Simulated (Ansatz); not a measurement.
Reaction (redistribution): `B[SiH2]B` + `CCBCN` → `BCBCC` + `B[SiH2]N`

Computed with Ansatz on PBE0-D4/def2-TZVP structures; ΔE is electronic, products minus reactants. CBS: MP2 limit from def2 TZ/QZ plus the TZ coupled-cluster correction, frozen cores. Functionals use def2-TZVPP. B3LYP here is the variant with VWN-RPA as its local correlation; programs differ in this. One conformer a species, not always the lowest.

`B[SiH2]B`:

Cartesian coordinates in Å:
```
B -0.395 0.841 1.313
Si 0.440 0.532 -0.487
B -0.055 -1.387 -0.813
H -1.531 1.199 1.408
H 0.210 0.611 2.318
H 1.919 0.720 -0.448
H -0.144 1.432 -1.523
H -1.094 -1.672 -1.331
H 0.650 -2.275 -0.437
```

`CCBCN`:

```xyz
15

C    -1.727    0.734    0.772
C    -1.398   -0.521   -0.025
B     0.083   -0.782   -0.440
C     1.247    0.189   -0.094
N     2.589   -0.308   -0.340
H    -1.452    1.639    0.224
H    -1.187    0.757    1.722
H    -2.793    0.804    1.002
H    -2.006   -0.572   -0.940
H    -1.718   -1.421    0.524
H     0.315   -1.763   -1.101
H     0.985    1.107   -0.668
H     1.156    0.510    0.953
H     2.633   -0.809   -1.217
H     3.272    0.436   -0.372
```

`BCBCC`:

Cartesian coordinates in Å:
```
B 2.258 0.129 1.238
C 0.936 -0.668 1.278
B 0.220 -0.494 -0.104
C -1.191 0.155 -0.227
C -1.641 0.597 -1.614
H 2.406 1.125 1.887
H 3.151 -0.224 0.521
H 0.289 -0.441 2.126
H 1.228 -1.731 1.261
H 0.773 -0.916 -1.086
H -1.305 0.964 0.507
H -1.868 -0.631 0.152
H -1.573 -0.227 -2.329
H -2.672 0.958 -1.617
H -1.010 1.405 -1.993
```

`B[SiH2]N`:

```xyz
9

B     0.183    1.322    0.953
Si   -0.577   -0.228   -0.061
N     0.661   -1.214   -0.744
H     1.304    1.712    0.799
H    -0.508    1.942    1.710
H    -1.520    0.407   -1.049
H    -1.432   -1.105    0.787
H     0.425   -2.063   -1.233
H     1.465   -0.774   -1.161
```

```json
{"level": "B3LYP-D4", "ΔE (eV)": "-1.65"}
{"level": "ωB97M-V", "ΔE (eV)": "-1.71"}
{"level": "r2SCAN", "ΔE (eV)": "-1.65"}
{"level": "PBE0", "ΔE (eV)": "-1.58"}
```

What does CCSD(T)/CBS give? (Best estimate.)

Computed: -1.68 eV. The listed levels differ from it by 0.03, -0.03, 0.03, 0.10 eV.

Largest T1 diagnostic among the species: 0.015.

From PBE to PBE0 (25 % exact exchange), in def2-TZVPP and without D4, ΔE moves by −0.07 eV.
